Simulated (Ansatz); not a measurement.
Geometry optimisation, RKS B3LYP-D4/def2-SVP (Ansatz).

input.yaml

```yaml
crystal:
  periodic: [false, false, false]
  atoms:
    - { symbol: C, position_ang: [-0.0263, 1.7421, 2.2127] }
    - { symbol: C, position_ang: [0.3023, 0.7202, 1.7804] }
    - { symbol: O, position_ang: [0.7049, -0.4805, 1.2914] }
    - { symbol: Ge, position_ang: [-0.0004, -1.2252, -0.1298] }
    - { symbol: C, position_ang: [0.0793, -0.0562, -1.6769] }
    - { symbol: H, position_ang: [-0.4094, 2.737, 2.5677] }
    - { symbol: H, position_ang: [0.6338, -2.5866, -0.4495] }
    - { symbol: H, position_ang: [1.10583, -1.32002, 1.62987] }
    - { symbol: H, position_ang: [-0.4106, 0.935, -1.3852] }
    - { symbol: H, position_ang: [1.1513, 0.1273, -1.8622] }
    - { symbol: H, position_ang: [-0.426, -0.5141, -2.5159] }
basis:
  gaussian: { orbitals: def2-SVP }
hamiltonian:
  xc: b3lyp
  dispersion: d4
relax:
  f_tol: 0.02
  max_steps: 50
output:
  orbitals: {}
```

Command:

```bash
$ ansatz run input.yaml --threads 2 --pin off --max-ram 3072MiB --backend cpu --events-out ev --progress --plain --runs-dir out
```

Task: Where does it end, and by what steps?

Result: The run converged. The force dipped under the threshold on the way, but the program's further checks kept it going. After 29 steps the energy has fallen by 3.698 eV; H6 moved furthest, 1.31 Å. Parted: O3–Ge4.

```csv
step,energy less start (eV),largest force component (eV/Å),accepted
0,0.0000,7.898,yes
2,-3.1176,1.554,yes
4,-3.6317,0.560,yes
6,-3.6758,0.058,yes
8,-3.6783,0.345,yes
10,-3.6847,0.061,yes
12,-3.6789,0.719,no
14,-3.6879,0.212,no
16,-3.6905,0.047,yes
18,-3.6930,0.161,yes
20,-3.6908,0.242,no
22,-3.6970,0.053,yes
24,-3.6975,0.104,no
26,-3.6982,0.042,yes
28,-3.6984,0.032,yes
29,-3.6985,0.015,yes
```

```xyz
11
Properties=species:S:1:pos:R:3
C 0.051 1.639 2.968
C 0.377 0.916 2.058
O 0.688 0.166 1.024
Ge -0.818 -1.144 -0.409
C 0.100 -0.363 -2.029
H -0.235 2.276 3.782
H 0.387 -2.184 -0.098
H 1.355 -0.507 1.246
H -0.420 0.536 -2.394
H 1.162 -0.127 -1.858
H 0.057 -1.129 -2.827
```

Whether the end is a true minimum wasn't checked by a vibrational analysis.

Run time: 110 s on 2 threads of Arm Neoverse V1, with other jobs on the host, peak memory 0.3 GiB.
